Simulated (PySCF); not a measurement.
Compound: C₄H₁₃NO₂Si₂.
Numbering: `[CH3:1][CH2:2][O:3][Si@@H:4]([OH:5])[C@H:6]1[CH2:7][SiH2:8][NH:9]1` (hydrogens: H10, H11, H12 on C1; H13, H14 on C2; H15 on Si4; H16 on O5; H17 on C6; H18, H19 on C7; H20, H21 on Si8; H22 on N9)

Cartesian coordinates in Å at the GFN2-xTB level; atoms count from 1:
```
atom  x, y, z in Å
C1    -3.6674   -0.6131   -0.5683
C2    -2.7176    0.3946    0.0587
O3    -1.4175    0.1817   -0.4278
Si4   -0.0683    0.9056    0.0788
O5     0.0050    0.7478    1.7035
C6     1.3516   -0.0203   -0.7696
C7     2.7286    0.6138   -0.5071
Si8    3.1674   -0.9173    0.5437
N9     1.6531   -1.3151   -0.1426
H10   -3.3736   -1.6225   -0.2935
H11   -3.6346   -0.5254   -1.6511
H12   -4.6821   -0.4306   -0.2249
H13   -3.0256    1.4168   -0.1908
H14   -2.7154    0.2987    1.1493
H15   -0.0533    2.3372   -0.2387
H16    0.8399    0.8305    2.1547
H17    1.1603   -0.1650   -1.8378
H18    2.6834    1.5707    0.0058
H19    3.3110    0.7507   -1.4134
H20    4.2499   -1.8073    0.1232
H21    3.2813   -0.6406    1.9882
H22    0.9133   -1.9715    0.0422
```

Computed at PBE0/pcSseg-1 (PySCF, non-relativistic), with Q(17O) = −0.0256 b, Q(14N) = 0.02044 b: O3, 17O (I = 5/2): χzz = -9.906 MHz, η = 0.388; O5, 17O (I = 5/2): χzz = -9.158 MHz, η = 0.541; N9, 14N (I = 1): χzz = -4.916 MHz, η = 0.387.

(1) Where would the pure quadrupole (NQR) lines of 17O at O3 fall for the rigid, isolated species?

(2) Find the zero-field quadrupole resonance frequencies of 17O at O5.

(3) Find the zero-field quadrupole resonance frequencies of 14N at N9.

Results:

(1) From the eigenvalues of H = χ/[4I(2I − 1)] × [3Iz² − I(I + 1) + η(Ix² − Iy²)], steps between neighbouring levels, labelled as for η = 0: ±1/2↔±3/2 1.712 MHz, ±3/2↔±5/2 2.890 MHz (silyl ether oxygen).

(2) From the eigenvalues of H = χ/[4I(2I − 1)] × [3Iz² − I(I + 1) + η(Ix² − Iy²)], steps between neighbouring levels, labelled as for η = 0: ±1/2↔±3/2 1.755 MHz, ±3/2↔±5/2 2.613 MHz (silanol oxygen).

(3) From ν± = (3/4)|χ|(1 ± η/3) and ν0 = |χ|η/2: ν+ 4.163 MHz, ν− 3.211 MHz, ν0 0.952 MHz (silicon-bound nitrogen).

In a crystal, neighbours and librations shift these lines. GFN2-xTB bond lengths can be off by several hundredths of an ångström, more for odd bonds, and the gradients follow them. The basis is small and wasn't made for field gradients, so the couplings can be 20 % off.

The run behind these numbers computed NMR shieldings as well. The run took 91 s on one thread, Intel Xeon at 2.70 GHz (x86_64), no GPU, shared host, and the process peaked at 1.1 GiB of memory.

One conformer stands for the species.
